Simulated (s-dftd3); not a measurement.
phosphorus atom (P), quartet; D3(zero) for hf run with s-dftd3.

The s-dftd3 input:
```
$ s-dftd3 mol.xyz --zero hf --json dftd3.json --noedisp --grad

# file mol.xyz
1

P      0.00000000     0.00000000     0.00000000
```

The log (banner, timings and long lists left out):

```
-----------------------------------
 s i m p l e   D F T - D 3  v1.4.0
-----------------------------------

Zero (Chai-Head-Gordon) damping: hf-D3(0)
--------------------
  s6         1.0000
  s8         1.7460
  s9         0.0000
 rs6         1.1580
 rs8         1.0000
 alp        14.0000
--------------------

Dispersion energy:       0.0000000000000E+00 Eh

Gradient norm:           0.0000000000000E+00 Eh/a0
--------------------------------------------------
     #    Z           dE/dx      dE/dy      dE/dz
--------------------------------------------------
     1   15 P     0.000E+00  0.000E+00  0.000E+00
--------------------------------------------------

Virial:
--------------------------------------------------
      component           x          y          z
--------------------------------------------------
          x       0.000E+00  0.000E+00  0.000E+00
          y       0.000E+00  0.000E+00  0.000E+00
          z       0.000E+00  0.000E+00  0.000E+00
--------------------------------------------------

[Info] JSON dump of results written to 'dftd3.json'
```
